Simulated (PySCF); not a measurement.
# Radial density of Tb⁵⁹⁺ (terbium, charge +59)

M06-2X, [He] 2s2 2p2, high-spin 3P determinant. All numbers are calculated (PySCF 2.14, the spin-free X2C one-electron Hamiltonian (Gaussian nucleus), in an even-tempered Gaussian basis (19 s from 35 bohr⁻², ratio 2.2; 13 p from 46 bohr⁻², ratio 2.2; 5 d from 170 bohr⁻², ratio 2.4; 5 f from 260 bohr⁻², ratio 2.4; 4 g from 390 bohr⁻², ratio 2.4)).

| r (bohr) | 4πr²ρ (e/bohr) | 4πr²(ρα − ρβ) |
| --- | --- | --- |
| 0.0193 | 71.57 | 4.6755 |
| 0.0325 | 43.23 | 14.0612 |
| 0.0547 | 46.18 | 24.5134 |
| 0.0920 | 39.03 | 16.9321 |
| 0.155 | 6.235 | 2.4439 |
| 0.260 | 0.06202 | 0.0254 |

Densities and radii are taken from the X2C orbitals without a picture-change correction, which distorts them close to the nucleus.

Spin-orbit coupling is strong in this species (close to jj coupling), so the high-spin LS determinant is a model state, not a physical level.
